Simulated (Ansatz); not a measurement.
Mulliken charges of `[OH][AlH][BH][SeH]` from B3LYP/def2-TZVPP in Ansatz (PBE0-D4/def2-TZVP geometry).

```json
{"atom": "O1", "x (Å)": "-1.588", "y (Å)": "0.579", "z (Å)": "-0.033", "charge (e)": "-0.424"}
{"atom": "Al2", "x (Å)": "0.035", "y (Å)": "1.024", "z (Å)": "0.254", "charge (e)": "0.426"}
{"atom": "B3", "x (Å)": "1.349", "y (Å)": "-0.607", "z (Å)": "-0.013", "charge (e)": "-0.157"}
{"atom": "Se4", "x (Å)": "0.581", "y (Å)": "-2.270", "z (Å)": "-0.511", "charge (e)": "0.008"}
{"atom": "H5", "x (Å)": "-2.320", "y (Å)": "1.189", "z (Å)": "0.041", "charge (e)": "0.169"}
{"atom": "H6", "x (Å)": "0.325", "y (Å)": "2.534", "z (Å)": "0.662", "charge (e)": "-0.151"}
{"atom": "H7", "x (Å)": "2.538", "y (Å)": "-0.665", "z (Å)": "0.100", "charge (e)": "0.061"}
{"atom": "H8", "x (Å)": "-0.828", "y (Å)": "-1.841", "z (Å)": "-0.555", "charge (e)": "0.069"}
```

Q: By hand: the dipole of these point charges (1 e Å = 4.8032 D).

A: Σ q r = (0.138, -0.081, -0.005) e Å, of length 0.160 e Å = 0.77 D.

Q: How does the dipole of the full density compare? (Best estimate.)

A: The calculation gave: (-0.168, 0.156, 0.022) e Å, 1.11 D; the point charges give 0.69 times that, at 167° from its direction, so they point the opposite way.

Point charges leave out the atoms' own dipoles, such as those of lone pairs, and Mulliken's split depends on the basis, so the two needn't agree.

B3LYP here is the variant with VWN-RPA as its local correlation; programs differ in this.
